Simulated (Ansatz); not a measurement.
## Two-coordinate energy map

SiSbH₄F (SMILES F[SiH2][SbH2]), closed shell, PBE0-D4/def2-TZVP minimum:

```
7
angstrom
F -2.0303 0.8523 -0.3250
Si -0.7337 -0.0674 -0.5557
Sb 1.2457 0.9658 0.7182
H -1.0802 -1.4396 -0.1089
H -0.4398 -0.0766 -2.0123
H 0.8318 0.0978 2.1298
H 2.2064 -0.3324 0.1538
```

Rows set the bond length Sb3–H7 (Å; 1.711 at the minimum), columns the angle H7–Sb3–Si2 (°; 87.9), set in this order; the parts move rigidly, in a bend the first-named atom's side turns in the plane, and in a torsion the whole end group turns. CCSD(T) energies count from the value at that structure, in kJ/mol. Program: Ansatz 0.2.0. Basis: def2-TZVPP. Cores are frozen in the correlated methods. Filled d shells of the heavier atoms are correlated. Core potentials replace the inner electrons of the atoms past krypton. The def2 sets are not built for correlating such inner shells, so the correlated values are less sure here.

```tsv
Sb3–H7 \ H7–Sb3–Si2	63.9	71.9	79.9	87.9	95.9	103.9	111.9
1.471	83.0	67.0	56.6	51.8	52.4	58.4	69.4
1.545	50.1	35.0	25.4	21.2	22.4	28.8	40.1
1.652	26.9	13.5	5.0	1.7	3.6	10.5	22.2
1.777	24.3	12.7	5.7	3.5	6.0	13.4	25.3
1.916	39.4	?	24.6	23.5	26.7	34.3	46.3
2.065	66.6	59.4	55.6	55.5	59.2	66.9	78.6
2.224	100.5	95.3	93.0	93.8	97.9	105.4	116.5
```

(1) Fill in the withheld cells. (An estimate is asked for; the value comes from the calculation.)

No T1 diagnostic of these runs exceeds 0.016. The restricted Hartree–Fock reference is unstable towards an unrestricted one here.

Results:

(1) Computed: (1.916, 71.9): 30.0 kJ/mol. These count from the CCSD(T) energy at the PBE0-D4 minimum.

The same grid for a cheaper method: PBE0-D4 − CCSD(T), both counted from the minimum, in kJ/mol:
```csv
Sb3–H7 \ H7–Sb3–Si2,63.9,71.9,79.9,87.9,95.9,103.9,111.9
1.471,2.5,2.9,3.4,3.8,4.1,4.3,4.5
1.545,1.3,1.7,2.1,2.5,2.8,3.0,3.1
1.652,-0.2,0.2,0.5,0.8,1.1,1.2,1.3
1.777,-1.5,-1.2,-1.0,-0.8,-0.6,-0.4,-0.3
1.916,-2.3,-2.0,-1.9,-1.8,-1.7,-1.5,-1.4
2.065,-2.4,-2.1,-2.0,-2.0,-1.8,-1.6,-1.3
2.224,-1.4,-1.0,-0.9,-0.8,-0.6,-0.2,0.3
```

For scale, one of the runs: CCSD(T)/def2-TZVPP, 179 basis functions, launched by `ansatz run in.yaml --threads 2 --pin off --events-out ev --progress --plain --max-ram 4352MiB`. Time: 23 s of wall clock on 2 CPU threads of an AMD EPYC 9R45; the host was shared. Peak host memory: 1.9 GiB.
